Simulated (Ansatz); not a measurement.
Geometry optimisation, RHF/def2-SVP (Ansatz 0.2.0).

input.yaml

```yaml
crystal:
  periodic: [false, false, false]
  atoms:
    - { symbol: Ge, position_ang: [-0.846855, 0.0, 0.285417] }
    - { symbol: H, position_ang: [1.503481, 1.0e-06, 1.727804] }
    - { symbol: Cl, position_ang: [2.521763, -1.0e-06, 0.887545] }
    - { symbol: Cl, position_ang: [-1.089295, 1.680975, -1.096483] }
    - { symbol: Cl, position_ang: [-1.089294, -1.680975, -1.096483] }
basis:
  gaussian: { orbitals: def2-SVP }
hamiltonian:
  xc: hf
relax:
  f_tol: 0.03
  max_steps: 50
```

Command:

```bash
$ ansatz run input.yaml --threads 1 --pin off --max-ram 2048MiB --backend cpu --events-out ev --progress --plain --runs-dir out
```

Task: Where does it end, and by what steps?

Result: The forces met the threshold. After 10 steps the energy has fallen by 0.181 eV; H2 moved furthest, 0.77 Å.

```tsv
step	energy less start (eV)	largest force component (eV/Å)	accepted
0	0.0000	1.377	yes
1	-0.0840	0.828	yes
2	-0.0925	1.404	yes
3	-0.1527	0.220	yes
4	-0.1546	0.712	yes
5	-0.1642	0.146	yes
6	-0.1416	0.717	no
7	-0.1738	0.111	yes
8	-0.1762	0.173	yes
9	-0.1780	0.291	yes
10	-0.1814	0.008	yes
```

```xyz
5
Properties=species:S:1:pos:R:3
Ge -1.224 0.000 0.186
H 2.171 0.000 2.117
Cl 2.228 0.000 0.845
Cl -1.088 1.681 -1.220
Cl -1.088 -1.681 -1.220
```

Whether the end is a true minimum wasn't checked by a vibrational analysis.

Time of the run: 23 s on 1 thread of Arm Neoverse V1 (shared host), peak memory 0.19 GiB.
